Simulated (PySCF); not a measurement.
**How methods differ on the ionisation energy of Sr⁺**

Sr⁺ [Kr] 5s1 (2S) → Sr²⁺ [Kr] (1S), as a difference of total energies. Computed with PySCF 2.14 in aug-cc-pVTZ-X2C, with the spin-free X2C one-electron Hamiltonian (Gaussian nucleus). The calculations carry no spin-orbit coupling.

Problem. Order these methods by the ionisation energy they give, lowest first.
A. r2SCAN0
B. r2SCAN
C. PBE0
D. UHF

Solution. D (10.444 eV), B (10.853 eV), A (10.888 eV), C (11.057 eV).

For comparison: 11.030 eV (measured; NIST Atomic Spectra Database, ionization energies).
